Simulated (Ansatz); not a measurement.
C6H11O (SMILES [CH2]C(=O)CC(C)C), doublet (typed; the unrestricted solution is spin-contaminated), geometry from GFN2-xTB, with bond 18-7 at 2.2 times its length; Ansatz (a program for electronic structure) with HF/STO-3G.

Input for Ansatz:
Ansatz 0.2 input:
```yaml
crystal:
  periodic: [false, false, false]
  atoms:
    - {symbol: C, position_ang: [2.20591404, -0.44031400, -0.45736849]}
    - {symbol: C, position_ang: [1.09196265, 0.41268942, -0.33583232]}
    - {symbol: O, position_ang: [0.74406726, 1.18356321, -1.23663528]}
    - {symbol: C, position_ang: [0.33877984, 0.38585523, 0.98522440]}
    - {symbol: C, position_ang: [-1.05395983, -0.24932639, 0.79482052]}
    - {symbol: C, position_ang: [-1.93197516, 0.63147546, -0.08384838]}
    - {symbol: C, position_ang: [-0.94128819, -1.65817365, 0.21568997]}
    - {symbol: H, position_ang: [2.84814120, -0.34666925, -1.31626420]}
    - {symbol: H, position_ang: [2.53069654, -1.06534200, 0.35393873]}
    - {symbol: H, position_ang: [0.20910406, 1.41361474, 1.32870449]}
    - {symbol: H, position_ang: [0.90023319, -0.17200020, 1.73410466]}
    - {symbol: H, position_ang: [-1.50758209, -0.31944056, 1.79155030]}
    - {symbol: H, position_ang: [-2.87003799, 0.13169946, -0.31408151]}
    - {symbol: H, position_ang: [-2.15062661, 1.57484584, 0.41159759]}
    - {symbol: H, position_ang: [-1.41826622, 0.85243457, -1.01942306]}
    - {symbol: H, position_ang: [-0.56382848, -1.62273750, -0.80360340]}
    - {symbol: H, position_ang: [-0.26927935, -2.27087201, 0.81307424]}
    - {symbol: H, position_ang: [-3.08937697, -2.71219671, 0.18418707]}
basis:
  gaussian:
    orbitals: STO-3G
hamiltonian:
  xc: hf
magnetization: {spin_polarized: true, initial_magnetization: 1}
scf: {lower_state_search: standard}
```

The log (banner, timings and long lists left out):

```
Functional definition: HF
655 factors; integrals over basis functions are off by at most 5.0e-5 eV
mean field evaluation 1: about -8272.2181 eV, gradient 2.9e1 eV
mean field evaluation 2: about -8272.6161 eV, gradient 2.9e1 eV
mean field evaluation 4: about -8280.5143 eV, gradient 4.6e0 eV
mean field evaluation 8: about -8281.2162 eV, gradient 2.6e0 eV
mean field evaluation 16: about -8281.3331 eV, gradient 2.4e-2 eV
mean field evaluation 32: about -8280.4980 eV, gradient 1.7e1 eV
mean field evaluation 64: about -8283.9685 eV, gradient 2.3e-1 eV
mean field evaluation 96: about -8273.2520 eV, gradient 2.1e1 eV
mean field evaluation 128: about -8285.1940 eV, gradient 1.9e-2 eV
mean field evaluation 160: about -8281.8511 eV, gradient 2.1e1 eV
mean field evaluation 192: about -8284.9376 eV, gradient 2.2e0 eV
mean field evaluation 224: about -8281.3331 eV, gradient 2.4e-2 eV
mean field -8285.19644182 eV, -304.4753533289 hartree, gradient 5.2e-5 eV, S^2 2.011955; 6 other end points of the search recorded, 0 dependent functions left out
reference -8285.19644182 eV, -304.4753533289 hartree; 28, 27 occupied and 18, 19 virtual orbitals, 655 factors
Total energy: -8285.19644182 eV, -304.4753533289 hartree
```
